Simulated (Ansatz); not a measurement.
Isolated molecules relaxed with PBE0-D4/def2-TZVP in Ansatz; ΔE leaves out vibrations. CCSD(T)/CBS is the MP2 limit (def2-TZVPP, def2-QZVPP) plus CCSD(T) − MP2 in def2-TZVPP, frozen cores. DFT in def2-TZVPP. B3LYP here is the variant with VWN-RPA as its local correlation; programs differ in this. Elements past krypton have def2 core potentials. For Br, Sn outer-core shells are correlated without core-valence functions, which leaves a few kJ/mol of doubt a bond. Scalar relativity is left out up to krypton. Each species was taken in one conformer, which may not be the lowest.

Reaction (redistribution): `[NH2][SnH2][Br]` + `COC[SiH2]F` → `C[O][SnH2][Br]` + `NC[SiH2]F`

```
             level  ΔE (eV)
            PBE-D4    -0.37
           PBE0-D4    -0.36
          B3LYP-D4    -0.38
            B2PLYP    -0.39
            r2SCAN    -0.38
             B3LYP    -0.38
    MP2/def2-TZVPP    -0.40
SCS-MP2/def2-QZVPP    -0.42
```

Question: What does CCSD(T)/CBS give? (Best estimate.)

Answer: Ansatz gave: -0.41 eV. The listed levels differ from it by 0.04, 0.05, 0.03, 0.02, 0.03, 0.03, 0.01, -0.01 eV.

Largest T1 diagnostic among the species: 0.012.
